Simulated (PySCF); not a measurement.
Molecule: `P[SiH]1CC1`, C$_{2}$H$_{7}$PSi.

Cartesian coordinates in Å; atom numbers follow the order of the lines, from 1:
```xyz
11

P     2.1192   -0.1892    0.8175
Si    0.3502   -0.2042   -0.5279
C    -1.3191   -0.4575    0.3142
C    -1.0386    0.9924   -0.0816
H     2.9609    0.4293   -0.0933
H     2.5612   -1.4504    0.4503
H     0.4494   -0.6035   -1.9295
H    -1.3692   -0.6593    1.3745
H    -2.1225   -0.9399   -0.2216
H    -1.6698    1.3922   -0.8606
H    -0.9163    1.6928    0.7320
```

Frames of a GFN2-xTB Langevin trajectory at 400 K; GIAO PBE0/pcSseg-1 shieldings in PySCF, gas phase, non-relativistic; equivalent atoms averaged within each frame.

References, each an isolated molecule treated in the same way: H3PO4 for ³¹P (318.38 ppm); TMS for ²⁹Si (349.16 ppm), ¹³C (186.93 ppm), ¹H (31.72 ppm). The references are static minima.

Q: How do the shifts (ppm) fluctuate along the trajectory?

A: 
```
         time (fs)      P1     Si2  C3/C4    H7  H5/H6  H9/H10  H8/H11
optimised geometry  -299.9  -140.2   -2.6  3.15   1.57    0.68    0.56
               250  -360.7  -146.5    0.1  3.64   0.70    0.12    0.06
               425  -280.3  -172.7    4.7  3.42   1.92    0.77    0.86
               625  -303.5  -108.5    0.9  4.08   2.02    0.32    1.05
               800  -302.6  -129.8   -3.5  3.78   1.41    1.49   -0.33
              1000  -276.7  -111.4    6.2  3.80   2.06    2.19    0.96
    mean of frames  -304.7  -133.8    1.7  3.74   1.62    0.98    0.52
standard deviation    33.6    26.6    3.9  0.24   0.58    0.86    0.62
```

5 frames give an uncertainty of the mean of about the standard deviation over 2.2 at best, since frames this close in time may not be independent; classical motion lacks zero-point vibration, and the reference would need the same averaging.
